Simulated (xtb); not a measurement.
diarsenic (As₂), singlet, geometry from GFN2-xTB; GFN1-xTB run with xtb.

Input for xtb:
```
$ xtb mol.xyz --gfn 1 --chrg 0 --uhf 0 --json

# file mol.xyz
2

As    -0.00000000    -0.00000000    -1.04699221
As     0.00000000     0.00000000     1.04699221
```

Question: What does xtb print? Leave out banner, timings and long lists.

Answer: 
```
   ID    Z sym.   atoms
    1   33 As     1, 2

           -------------------------------------------------
          |                Calculation Setup                |
           -------------------------------------------------

           -------------------------------------------------
          |                 G F N 1 - x T B                 |
           -------------------------------------------------

          ...................................................
          :                      SETUP                      :
          :.................................................:
          :  # basis functions                  20          :
          :  # atomic orbitals                  18          :
          :  # shells                            6          :
          :  # electrons                        10          :
          :  # halogen bonds                     0          :
          :  max. iterations                   250          :
          :  Hamiltonian                  GFN1-xTB          :
          :  restarted?                      false          :
          :  GBSA solvation                  false          :
          :  PC potential                    false          :
          :  electronic temp.          300.0000000     K    :
          :  accuracy                    1.0000000          :
          :  -> integral cutoff          0.2500000E+02      :
          :  -> integral neglect         0.1000000E-07      :
          :  -> SCF convergence          0.1000000E-05 Eh   :
          :  -> wf. convergence          0.2000000E-04 e    :
          :  Broyden damping             0.4000000          :
          :  net charge                          0          :
          :  unpaired electrons                  0          :
          ...................................................

 iter      E             dE          RMSdq      gap      omega  full diag
   1     -4.7012531 -0.470125E+01  0.159E+00    2.41       0.0  T
   2     -4.7012532 -0.985471E-07  0.952E-01    2.41       1.0  T
   3     -4.7012533 -0.550116E-07  0.193E-03    2.41      36.7  T
   4     -4.7012533 -0.710543E-14  0.113E-03    2.41      62.3  T
   5     -4.7012533 -0.799361E-14  0.193E-10    2.41  100000.0  T
   6     -4.7012533  0.266454E-14  0.368E-10    2.41  100000.0  T

   *** convergence criteria satisfied after 6 iterations ***

         :::::::::::::::::::::::::::::::::::::::::::::::::::::
         ::                     SUMMARY                     ::
         :::::::::::::::::::::::::::::::::::::::::::::::::::::
         :: total energy              -4.681751889148 Eh    ::
         :: gradient norm              0.006806276257 Eh/a0 ::
         :: HOMO-LUMO gap              2.409817220266 eV    ::
         ::.................................................::
         :: SCC energy                -4.701253277217 Eh    ::
         :: -> electrostatic           0.000045919253 Eh    ::
         :: repulsion energy           0.019998161783 Eh    ::
         :: dispersion energy         -0.000496773714 Eh    ::
         :: halogen bond corr.         0.000000000000 Eh    ::
         :: add. restraining           0.000000000000 Eh    ::
         :: total charge               0.000000000000 e     ::
         :::::::::::::::::::::::::::::::::::::::::::::::::::::

           -------------------------------------------------
          |                Property Printout                |
           -------------------------------------------------

    * Orbital Energies and Occupations

         #    Occupation            Energy/Eh            Energy/eV
      -------------------------------------------------------------
         1        2.0000           -0.6911113             -18.8061
         2        2.0000           -0.6102963             -16.6070
         3        2.0000           -0.3584221              -9.7532
         4        2.0000           -0.3561552              -9.6915
         5        2.0000           -0.3561552              -9.6915 (HOMO)
         6                         -0.2675960              -7.2817 (LUMO)
         7                         -0.2675960              -7.2817
         8                         -0.0872081              -2.3731
         9                         -0.0747023              -2.0328
        10                         -0.0747023              -2.0328
        11                          0.0151180               0.4114
        12                          0.0151180               0.4114
        13                          0.0207277               0.5640
        14                          0.0207277               0.5640
        15                          0.1435694               3.9067
        16                          0.3005137               8.1774
       ...                                ...                  ...
        18                          1.2997680              35.3685
      -------------------------------------------------------------
                  HL-Gap            0.0885592 Eh            2.4098 eV
             Fermi-level           -0.3118756 Eh           -8.4866 eV

  Mulliken/CM5 charges         n(s)   n(p)   n(d)
     1As   -0.00000 -0.00000   1.883  3.011  0.106
     2As    0.00000  0.00000   1.883  3.011  0.106

Wiberg/Mayer (AO) data.
largest (>0.10) Wiberg bond orders for each atom

 ---------------------------------------------------------------------------
     #   Z sym  total        # sym  WBO       # sym  WBO       # sym  WBO
 ---------------------------------------------------------------------------
     1  33 As   3.113 --     2 As   3.113
     2  33 As   3.113 --     1 As   3.113
 ---------------------------------------------------------------------------

Topologies differ in total number of bonds
Writing topology from bond orders to xtbtopo.mol

 dipole moment from electron density (au)
     X       Y       Z
  -0.0000  -0.0000   0.0000  total (Debye):    0.000

           -------------------------------------------------
          | TOTAL ENERGY               -4.681751889148 Eh   |
          | GRADIENT NORM               0.006806276257 Eh/α |
          | HOMO-LUMO GAP               2.409817220266 eV   |
           -------------------------------------------------

normal termination of xtb
```
